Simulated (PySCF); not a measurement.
Vertical excitations of a molecule C3HF4, multiplicity 2 from TDA-M06-2X/def2-SVPD in PySCF 2.14.0, as energy in eV (oscillator strength): 2.13 (0.002), 4.89 (0.001), 5.42 (0.001), 6.18 (0.000), 7.61 (0.021), 8.22 (0.000), 8.24 (0.262), 8.25 (0.014), 8.43 (0.008), 8.68 (0.058). The structure is a stationary point at B3LYP-D3(BJ)/def2-SVP. One conformer was computed; it need not be the lowest.

Problem. Pick the molecule that these values belong to.
A. F/[C]=C/C(F)(F)F
B. F/C=[C]/C(F)(F)F
C. [CH]=C(F)C(F)(F)F

Solution. B, F/C=[C]/C(F)(F)F
